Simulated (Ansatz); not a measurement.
Name a neutral molecule of C, Ga, Si and H with LUMO energy (PBE0/def2-TZVPP) between -2.15 and -1.85 eV and HOMO energy (B3LYP/def2-TZVPP) between -7.20 and -6.90 eV (Ansatz, PBE0-D4/def2-TZVP geometry).

`C[SiH2][GaH2]` (-2.00 eV, -7.13 eV). Other molecules can fit too; these were computed, each in one conformer that needn't be the lowest.

B3LYP here is the variant with VWN-RPA as its local correlation; programs differ in this.
